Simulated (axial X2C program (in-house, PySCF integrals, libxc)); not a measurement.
## Spin–orbit effects down a group: molecules with Se (ions), HF

Computed with an axial X2C code built on PySCF integrals, spin-free (one-electron X2C) or two-component (2c: spin–orbit coupling with atomic mean-field Coulomb and Gaunt terms, which also bring small scalar terms), in Dyall basis sets with cores contracted in-house; open shells are unrestricted.

Basis sets: Be dyall-cv3z, Ca dyall-cv3z, Se dyall-cv3z, Sr dyall-cv3z.

```csv
molecule,spin-free state,Re (Å),ωe (cm⁻¹),De (eV),2c state,Re 2c (Å),ωe 2c (cm⁻¹),De 2c (eV)
BeSe⁺,"M_S = 1/2, Λ = 1",1.967,745.1,1.71,Ω = 3/2,1.969,738.9,n/a
CaSe⁺,"M_S = 1/2, Λ = 1",2.644,302.8,1.16,Ω = 3/2,2.645,301.7,n/a
SrSe⁺,"M_S = 1/2, Λ = 1",2.787,230.1,1.25,Ω = 3/2,2.788,229.5,n/a
```

Task: Work out the shifts from the spin-free to the two-component result.

Result: 

| molecule | 2c state | ΔRe (Å) | Δωe (cm⁻¹) | ΔDe (eV) |
| --- | --- | --- | --- | --- |
| BeSe⁺ | Ω = 3/2 | 0.002 | -6.2 | n/a |
| CaSe⁺ | Ω = 3/2 | 0.001 | -1.1 | n/a |
| SrSe⁺ | Ω = 3/2 | 0.001 | -0.6 | n/a |

Shifts of one unit in the last digit are rounding.

Fragments in 2c: Se + Be+, Se + Ca+, Sr+ + Se. Each entry is the lowest single determinant of a limited PBE0 search at one distance. De goes to single-determinant-based atoms at the same level (for ions the charge split of lowest energy) and is withheld (n/a) where an atom does not fit its ground term or J level. Main or longest-lived isotopes. One determinant is a doubtful description, or other states lie close, for BeSe⁺; these need not be ground states, and all values refer to the states named.
